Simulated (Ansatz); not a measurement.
Consider the cleavage of the Si–Si bond: `O[Si]1([SiH3])[SiH2][SiH2]1` + `O=C(O)[SeH]` → `O=C([SeH])O[SiH3]` + `O[SiH]1[SiH2][SiH2]1`.

Gas-phase electronic energies from Ansatz, PBE0-D4/def2-TZVP geometries. CCSD(T)/CBS is the MP2 limit (def2-TZVPP, def2-QZVPP) plus CCSD(T) − MP2 in def2-TZVPP, frozen cores. DFT in def2-TZVPP. B3LYP here is the variant with VWN-RPA as its local correlation; programs differ in this. For Se outer-core shells are correlated without core-valence functions, which leaves a few kJ/mol of doubt a bond. Scalar relativity is left out up to krypton. Each species was taken in one conformer, which may not be the lowest.

| level | ΔE (kJ/mol) |
| --- | --- |
| B3LYP-D4 | -61.6 |
| PBE | -39.1 |
| HF/def2-TZVPP | -91.7 |
| CCSD/def2-TZVPP | -68.2 |

Task: What does CCSD(T)/CBS give? (An estimate is asked.)

Result: Ansatz gave: -62.6 kJ/mol. The listed levels differ from it by 1.0, 23.5, -29.1, -5.6 kJ/mol.

Largest T1 diagnostic among the species: 0.015.

The D4 term adds +4.9 kJ/mol with B3LYP and +2.9 kJ/mol with PBE0; it sums over pairs of atoms, weighted by their polarisabilities, and B3LYP, whose exchange is more repulsive, gets the larger term. From PBE to PBE0 (25 % exact exchange), in def2-TZVPP and without D4, ΔE moves by −7.1 kJ/mol.
